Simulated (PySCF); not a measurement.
SMILES [Ge]([Cl])([CH2][CH2][GeH3])([Cl])[Cl], singlet (CAM-B3LYP/def2-SVP optimised geometry):

```
14

Ge    -1.619    -2.999     3.087
C     -0.954    -1.979     1.544
C     -1.423    -0.525     1.527
Ge    -0.742     0.460     0.000
Cl    -1.406     2.499     0.000
Cl     1.406     0.460     0.000
Cl    -1.386    -0.449    -1.837
H     -1.103    -4.444     3.023
H     -3.157    -3.003     3.077
H     -1.134    -2.338     4.388
H     -1.279    -2.499     0.630
H      0.146    -2.028     1.557
H     -2.521    -0.443     1.480
H     -1.095     0.029     2.419
```

Calculation: CAM-B3LYP/def2-TZVP (PySCF).

Question: What are the frontier orbital energies and the dipole moment?

Answer: HOMO-2 -10.74 eV, HOMO-1 -10.53 eV, HOMO -9.67 eV, LUMO -0.20 eV, LUMO+1 1.11 eV; dipole moment 2.51 D.

Meta-Löwdin charges at CAM-B3LYP/def2-TZVP: Ge1 0.38, C2 -0.39, C3 -0.39, Ge4 0.95, Cl5 -0.28, Cl6 -0.29, Cl7 -0.29, H8 -0.06, H9 -0.07, H10 -0.07, H11 0.12, H12 0.12, H13 0.13, H14 0.13.
